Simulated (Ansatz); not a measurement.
Cost and result for the atomization energy of C2H6BBrS (`CC(Br)BS`) (11 atoms, 10 bonds).

| atom | x (Å) | y (Å) | z (Å) |
| --- | --- | --- | --- |
| C1 | -0.513 | 0.395 | -1.113 |
| C2 | 0.693 | 0.116 | -0.257 |
| Br3 | 1.361 | 1.794 | 0.563 |
| B4 | 0.577 | -0.709 | 1.073 |
| S5 | -0.933 | -1.093 | 1.929 |
| H6 | -0.270 | 1.059 | -1.944 |
| H7 | -1.319 | 0.859 | -0.542 |
| H8 | -0.885 | -0.548 | -1.527 |
| H9 | 1.538 | -0.218 | -0.860 |
| H10 | 1.563 | -1.141 | 1.585 |
| H11 | -1.813 | -0.513 | 1.093 |

The species carries charge 0 and has multiplicity 1. Correlated methods include outer-core shells of Br, which these sets cover unevenly. Scalar relativity is left out up to krypton. All single points use the PBE0-D4/def2-TZVP geometry. It is one conformer, not always the lowest. Program: Ansatz. All runs use 4 threads of an Intel Xeon 6975P-C on a shared host. Times are those of one run each, without the atoms' runs, and a repeat can differ threefold. Electronic energies, without spin–orbit coupling; frozen cores. CCSD(T)/CBS adds CCSD(T) − MP2 in def2-TZVPP to the MP2 limit, and its time is that of the two runs behind it. T1 = 0.011. With those shells the extrapolation isn't a true limit. B3LYP takes the VWN-RPA correlation (the form of Gaussian; ORCA's B3LYP/G).

CCSD(T)/CBS is a level of theory with its own doubt, some kJ/mol a heavy atom from the limit and from the frozen cores, so smaller differences don't rank the functionals.

| level | functions | wall time |
| --- | --- | --- |
| PBE-D4/def2-TZVPP (with forces) | 267 | 1.6 s |
| PBE0-D4/def2-TZVPP | 267 | 2.3 s |
| r2SCAN-D4/def2-TZVPP (with forces) | 267 | 2.9 s |
| B3LYP-D4/def2-TZVPP (with forces) | 267 | 3.4 s |
| B2PLYP/def2-TZVPP | 267 | 4.2 s |
| ωB97X-V/def2-TZVPP | 267 | 5 s |
| ωB97M-V/def2-TZVPP (with forces) | 267 | 7.5 s |
| MP2/def2-QZVPP | 510 | 19 s |
| CCSD(T)/def2-TZVPP | 267 | 74 s |
| CCSD(T)/CBS(def2) | – | 93 s |

Task: What atomization energy does each give, and how far from CCSD(T)/CBS? (Best estimate.)

Result: The calculation gave: 
```json
{"level": "PBE-D4/def2-TZVPP (with forces)", "atomization (kJ/mol)": "4043.4", "difference from CCSD(T)/CBS": "92.4", "per bond": "9.2"}
{"level": "PBE0-D4/def2-TZVPP", "atomization (kJ/mol)": "3990.8", "difference from CCSD(T)/CBS": "39.8", "per bond": "4.0"}
{"level": "r2SCAN-D4/def2-TZVPP (with forces)", "atomization (kJ/mol)": "3986.2", "difference from CCSD(T)/CBS": "35.2", "per bond": "3.5"}
{"level": "B3LYP-D4/def2-TZVPP (with forces)", "atomization (kJ/mol)": "3952.3", "difference from CCSD(T)/CBS": "1.3", "per bond": "0.1"}
{"level": "B2PLYP/def2-TZVPP", "atomization (kJ/mol)": "3907.8", "difference from CCSD(T)/CBS": "-43.2", "per bond": "-4.3"}
{"level": "ωB97X-V/def2-TZVPP", "atomization (kJ/mol)": "3960.3", "difference from CCSD(T)/CBS": "9.3", "per bond": "0.9"}
{"level": "ωB97M-V/def2-TZVPP (with forces)", "atomization (kJ/mol)": "3967.8", "difference from CCSD(T)/CBS": "16.8", "per bond": "1.7"}
{"level": "MP2/def2-QZVPP", "atomization (kJ/mol)": "3974.1", "difference from CCSD(T)/CBS": "23.1", "per bond": "2.3"}
{"level": "CCSD(T)/def2-TZVPP", "atomization (kJ/mol)": "3857.6", "difference from CCSD(T)/CBS": "-93.4", "per bond": "-9.3"}
{"level": "CCSD(T)/CBS(def2)", "atomization (kJ/mol)": "3951.0", "difference from CCSD(T)/CBS": "0.0", "per bond": "0.0"}
```

In def2-TZVPP, CCSD(T) changes the Hartree–Fock value by +906.0 kJ/mol (the triples alone add +61.2 kJ/mol) and MP2 by +968.6 kJ/mol; breaking electron pairs costs correlation energy, which Hartree–Fock lacks. From PBE to PBE0 (25 % exact exchange), in def2-TZVPP and without D4, the atomization energy moves by −48.4 kJ/mol: exact exchange takes away binding that semilocal exchange gives to molecules. The D4 term adds +45.5 kJ/mol with B3LYP and +23.9 kJ/mol with PBE0; it sums over pairs of atoms, weighted by their polarisabilities, and B3LYP, whose exchange is more repulsive, gets the larger term.
